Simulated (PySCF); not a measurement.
## Excitation energy of Rh by level of theory

Rh [Kr] 4d8 5s1 (4F) → Rh [Kr] 4d8 5p1 (high-spin determinant), as a difference of total energies. Calculation: PySCF 2.14, in ANO-RCC-VTZP (7s6p4d2f1g, 68 functions); the spin-free X2C one-electron Hamiltonian (Gaussian nucleus). Correlated levels: valence and next inner shell: [Ar] 3d10 frozen. The calculations carry no spin-orbit coupling.

```csv
method,excitation energy (eV)
UHF,3.584
MP2 (valence and next inner shell),4.031
SCS-MP2 (valence and next inner shell),3.946
CCSD (valence and next inner shell),3.920
CCSD(T) (valence and next inner shell),3.909
```

How much does correlation contribute at CCSD(T) (valence and next inner shell)?

3.909 − (3.584) = 0.325 eV, measured against UHF.

A first-order spin-orbit estimate (lowest level to lowest level, LS coupling) adds 0.055 eV.

The basis was made for the ground configuration and has no added diffuse functions, so the excitation energy can come out too high.

The determinant of the upper state mixes LS terms, which raises its energy above the lowest term, most at the Hartree-Fock and MP2 levels.
